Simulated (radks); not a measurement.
All-electron atom: Ni13+ in [Ne] 3s2 3p3 (the NIST ground configuration).

Calculated with a radial shooting solver on a logarithmic mesh with Libxc functionals: non-relativistic Kohn-Sham, PBE, spin-polarised, spherical densities, point nucleus; open shells are filled with parallel spins first.

Energy parts (eV):
total: -38962.268
kinetic: 38946.504
electron-nucleus: -86526.285
Hartree: 9990.508
exchange-correlation: -1372.995

Orbitals (lengths in bohr, moments of r in powers of bohr; <r^-3> diverges for s and p1/2; r(90%) holds 90 % of the orbital's charge):
orbital  occ.  eigenvalue (eV)  <r^-3>  r(90%)  <1/r>
1s up       1        -8533.531       -  0.0977  27.51
1s down     1        -8531.112       -  0.0976  27.51
2s up       1        -1366.159       -   0.381  5.992
2s down     1        -1364.181       -   0.380  5.994
2p up       3        -1246.489   605.7   0.350  5.946
2p down     3        -1243.645   604.9   0.350  5.944
3s up       1        -447.4110       -   0.941  2.220
3s down     1        -437.0266       -   0.948  2.209
3p up       3        -408.9654   116.6   0.948  2.152
3p down     0        -398.7328   116.1   0.956  2.144
3d up       0        -348.5458   15.94   0.917  2.003
3d down     0        -339.7198   16.21   0.921  2.010
4s up       0        -213.0541       -    1.81  1.109
4s down     0        -209.4660       -    1.83  1.101

The highest occupied level is 3p up at -408.97 eV. The spin density at the nucleus is -1.053 e/bohr^3 (1s -2.443, 2s 0.227, 3s 1.163), a Fermi contact field of -55.2 T.
